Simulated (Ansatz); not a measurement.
`N#[C][Sn]([Cl])([Cl])[Cl]` + H–F → `N#[C][Sn]([F])([Cl])[Cl]` + HCl at 298.15 K and 1 bar (ligand exchange at the Sn–Cl bond).

Calculated with Ansatz (gas phase, PBE0-D4/def2-TZVP geometries, no zero-point term in ΔE). CCSD(T)/CBS is the MP2 limit (def2-TZVPP, def2-QZVPP) plus CCSD(T) − MP2 in def2-TZVPP, frozen cores. This one scheme is used for every species. Elements past krypton have def2 core potentials. For Sn outer-core shells are correlated without core-valence functions, which leaves a few kJ/mol of doubt a bond.

```json
{"species": "`N#[C][Sn]([Cl])([Cl])[Cl]`", "CCSD(T)/CBS energy (Eh)": "-1686.23005", "H − E (kJ/mol)": "55.2", "S (J/(mol·K))": "395.9"}
{"species": "H–F", "CCSD(T)/CBS energy (Eh)": "-100.39570", "H − E (kJ/mol)": "33.5", "S (J/(mol·K))": "173.6"}
{"species": "`N#[C][Sn]([F])([Cl])[Cl]`", "CCSD(T)/CBS energy (Eh)": "-1326.22933", "H − E (kJ/mol)": "56.4", "S (J/(mol·K))": "394.3"}
{"species": "HCl", "CCSD(T)/CBS energy (Eh)": "-460.38127", "H − E (kJ/mol)": "26.6", "S (J/(mol·K))": "186.8"}
```

H − E and S are ideal-gas, rigid-rotor, harmonic terms from PBE0-D4/def2-TZVP. 1 Eh = 2625.50 kJ/mol, R = 8.31446 J/(mol·K).

Q: By hand: ΔE, ΔH, ΔS and ΔG.

A: ΔE = (-1326.22933) + (-460.38127) − (-1686.23005) − (-100.39570) = 0.01515 Eh = 39.8 kJ/mol. Δ(H − E) = 56.4 + 26.6 − 55.2 − 33.5 = -5.7, so ΔH = 34.1 kJ/mol. ΔS = 394.3 + 186.8 − 395.9 − 173.6 = 11.6 J/(mol·K). ΔG = 34.1 − 298.15 × (11.6)/1000 = 30.6 kJ/mol.

Q: By hand: the equilibrium constant, and the temperature at which ΔG would vanish if ΔH and ΔS stayed fixed.

A: log₁₀ K = −ΔG/(RT ln 10) = -5.4. ΔG = 0 at ΔH/ΔS = 2940 K, far beyond where these terms or the molecules hold.

The number of gas molecules stays the same, so ΔS is small and ΔH decides. A doubt of 5 kJ/mol in ΔE shifts log₁₀ K by 0.9 here. These are equilibria of isolated gas molecules and say nothing of rates. Largest T1 diagnostic: 0.013 (customary marks: 0.02 for closed shells, 0.045 for open ones).
